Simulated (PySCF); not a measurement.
**Telling isomers of C6H6F2 apart by NMR**

All values are calculated (PySCF 2.14): GIAO PBE0/pcSseg-1 shieldings, J: B3LYP/pcJ-1 (spin–dipole term left out of most H,H and C,H couplings), GFN2-xTB structure. No solvent, fast rotation and ring inversion assumed for equivalent nuclei, non-relativistic, a single conformation.

δ = σ(ref) − σ, references computed at the same level: ¹H, ¹³C vs TMS. Multiplet labels drop J under 1 Hz and among equivalent protons, and merge close values. Unscaled 3J(H,H) run several per cent high. Splittings of carbon signals by F and P are missing where no couplings were computed. Where no couplings were computed, multiplicities follow the n + 1 count of equivalent neighbours, and m marks all less simple cases (inequivalent or close neighbours, rings, F or P nearby). Vicinal couplings that depend on rotamer populations or ring flexing (ring, CH–CH, X–H and H–F types) are those of the one conformer. One-bond C–F couplings are unscaled and too large by tens of Hz. Shifts are as computed. Against solution values, carbons near 30 ppm lie about +3 ppm off and those near 130 ppm about +5 ppm. Of 1309 compounds with measured shifts, 239 miss one by over three times the rms of a fit or turn the order of signals round; such compounds aren't used in these exercises. Across acyclic CH2–CH2 and CH–CH2 bonds, 3J(H,H) assumes equally populated rotamers.

(1) Tabulate the signals of `C[C@@H]1C(F)=C/C1=C\F`, `FC1=C[C@@H]2C[C@]2(F)C1`, `F/C=C1C=C\1CCF`, `C#C[C@]1(F)C[C@@H](F)C1` and their relative energies.

(2) What is the quickest way to tell C[C@@H]1C(F)=C/C1=C\F from FC1=C[C@@H]2C[C@]2(F)C1?

(3) What is the quickest way to tell FC1=C[C@@H]2C[C@]2(F)C1 from F/C=C1C=C\1CCF?

(4) What is the quickest way to tell C[C@@H]1C(F)=C/C1=C\F from C#C[C@]1(F)C[C@@H](F)C1?

Answers

(1) 
| SMILES | carbon types | δC | δH | E rel. (kcal/mol) |
| --- | --- | --- | --- | --- |
| C[C@@H]1C(F)=C/C1=C\F | 2×C 3×CH 1×CH3 | 176.0, 147.1, 123.6, 113.6, 50.1, 18.5 | 6.87 (m, 1H), 5.60 (m, 1H), 3.61 (m, 1H), 1.30 (d, 3H) | 16.9 |
| FC1=C[C@@H]2C[C@]2(F)C1 | 2×C 2×CH 2×CH2 | 171.3, 114.5, 81.5, 41.5, 26.6, 25.3 | 5.42 (m, 1H), 3.32 (m, 1H), 2.87 (m, 1H), 2.13 (m, 1H), 1.58 (m, 1H), 0.17 (m, 1H) | 0.0 |
| F/C=C1C=C\1CCF | 2×C 2×CH 2×CH2 | 140.9, 129.6, 126.7, 105.7, 84.0, 32.1 | 8.05 (dt, 1H), 6.92 (d, 1H), 5.15 (dt, 2H), 2.84 (dtd, 2H) | 48.0 |
| C#C[C@]1(F)C[C@@H](F)C1 | 2×C 2×CH 2×CH2 | 88.3, 83.9, 81.0, 79.6, 49.5 | 4.91 (m, 1H), 3.06 (m, 2H), 3.00 (m, 2H), 2.24 (s, 1H) | 30.5 |

Energies are electronic energies at PBE0/pcSseg-1 on these geometries, without zero-point or thermal terms, each for the one conformer computed, which needn't be the lowest.

(2) Both give the same number of carbon signals, but DEPT or the intensities differ. The first has a methyl carbon (CH3) at 18.5 ppm, the second an allylic sp3 CH2 at 41.5 ppm. Their most deshielded carbons lie at 176.0 and 171.3 ppm. In the proton spectra the most deshielded non-exchanging signals are 6.87 (m, 1H) and 5.42 (m, 1H).

(3) Both give the same number of carbon signals, with the same numbers of each carbon type, so the positions decide. The first has a three-membered-ring carbon (CH) at 26.6 ppm, the second an sp3 CH2 bonded to F at 84.0 ppm. Their most deshielded carbons lie at 171.3 and 140.9 ppm. In the proton spectra the most deshielded non-exchanging signals are 5.42 (m, 1H) and 8.05 (dt, J = 8.6, 3.0 Hz, 1H).

(4) Count the carbon signals: 6 against 5. The first has a fully substituted alkene carbon (C) at 176.0 ppm, the second an sp3 CH2 in a ring at 49.5 ppm. Their most deshielded carbons lie at 176.0 and 88.3 ppm. In the proton spectra the most deshielded non-exchanging signals are 6.87 (m, 1H) and 4.91 (m, 1H).
